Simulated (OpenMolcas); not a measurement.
**Lines of Pd I: computed and rescaled rates**

| Property | Result |
| --- | --- |
| Program | OpenMolcas 26.06 |
| Method | SS-CASPT2, IPEA 0.25 Eh, imaginary shift 0.1 Eh (closed shells correlated: 4s 4p) |
| Basis | ANO-RCC-VQZP [8s7p5d3f2g1h] |
| Scalar Hamiltonian | DKH2, point nucleus |
| Active space | 10 electrons in 11 orbitals (4d 5s 5d) |
| State averaging | 2S+1 = 1 even, 6 roots; 2S+1 = 3 even, 5 roots kept (CI in the orbitals of an earlier block) |
| Spin-orbit coupling | state interaction with AMFI integrals over the reference wave functions, term energies averaged over their components |

Rates come from the transition moments of the reference wave functions (E1 and E2 in the length form). At fixed line strength A goes as λ^-3 for E1 and M1 and as λ^-5 for E2, so a rate at the computed wavelength can be rescaled to the measured one. Measured vacuum wavelengths follow from level energies in NIST Handbook of Basic Atomic Spectroscopic Data. Branching counts decays inside the model space alone, at computed energies, and the table is only a selection of the E2 and M1 lines, drawn from those between levels with measured partners whose computed energy lies within a factor of 1.5 of the measured one.

```
            Upper              Lower  Type  λ computed (nm)  λ measured (nm)  A computed (s-1)  A rescaled (s-1)  Branching %
4d9 5s 1D2 [72 %]         4d9 5s 3D3    M1             2049             1939          8.09e-01                           81.0
       4d9 5s 3D1  4d9 5s 3D2 [72 %]    M1             4056             4275          4.42e-01          3.77e-01        100.0
4d9 5s 1D2 [72 %]           4d10 1S0    E2            850.3            853.1          1.25e-01          1.23e-01         12.5
4d9 5s 1D2 [72 %]  4d9 5s 3D2 [72 %]    M1             2640             2521          4.89e-02                            4.9
4d9 5s 3D2 [72 %]         4d9 5s 3D3    M1             9142             8397          2.40e-02          3.10e-02         77.9
4d9 5s 1D2 [72 %]         4d9 5s 3D1    M1             7565             6143          1.55e-02                            1.6
4d9 5s 3D2 [72 %]           4d10 1S0    E2             1254             1289          6.79e-03                           22.1
```

Spin-changing lines and M1 lines between different terms are not rescaled, since their strength hangs on the term gaps too.

The largest correction is for 4d9 5s 3D2 [72 %] → 4d9 5s 3D3 (M1): 2.40e-02 × (9142 / 8397)^3 = 3.10e-02 s-1, a factor of 1.29.

The computed rate and branching of 4d9 5s 3D1 → 4d9 5s 3D2 [72 %] give the upper level a radiative lifetime of 1.000 / 4.42e-01 s-1 = 2.26e+00 s, counting decays inside the model space alone. The rescaled rate gives about 2.6e+00 s.

No measured rate stands beside these. Rescaling mends the energy factor alone: line strengths can still be far off where a level mixes with configurations outside the active space, and weak or spin-changing lines hang on small mixing coefficients that depend on the term gaps too, so rescaling need not improve them.

Term energies are means over components that CASPT2 splits; among the terms shown or strongly mixed into the levels shown the widest spread is 83 cm-1 (4d9 5s 1D). Terms from blocks run as CI alone lack orbitals of their own. Active for correlation alone: 5d; no level in the range computed is led by a configuration that fills it, so any true level of that kind is missing. Measured partners are found by configuration, term and J. A level has none where our copy of the source lacks it or the pairing is in doubt (some pairs that miss far off the trend of their configuration count as doubtful). Where the source uses jj or jK labels, the order within each J decides. Only configurations of the active space appear.

A share in square brackets marks a mixed level and gives the weight of the term that names it.
